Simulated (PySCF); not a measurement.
Ligands exchanged one at a time, Ge Cl-H. Gas-phase values, no solvent. Strings in code marks are SMILES.

The S1 excitation (TDA) from two functionals at the same geometries (CAM-B3LYP-D3(BJ)/def2-TZVP), both in PySCF: PBE-D3(BJ)/def2-TZVP and CAM-B3LYP-D3(BJ)/def2-TZVP. Excitations are Tamm–Dancoff values on a coarser integration grid. The basis has no diffuse functions, so Rydberg states are missing or too high.

```tsv
species	PBE-D3(BJ)/def2-TZVP (eV)	CAM-B3LYP-D3(BJ)/def2-TZVP (eV)
0 of 4 Cl replaced by H (`[Cl][Ge]([Cl])([Cl])[Cl]`)	5.14	6.28
1 of 4 Cl replaced by H	5.69	6.75
2 of 4 Cl replaced by H	6.19	7.06
3 of 4 Cl replaced by H (`[Cl][GeH3]`)	6.39	7.07
```

Over these rows, drawn at random from the members with no instability flagged (it was tested for open shells, ions and some series alone), PBE minus CAM-B3LYP-D3(BJ): mean -0.93 eV, from -1.14 eV to -0.67 eV.
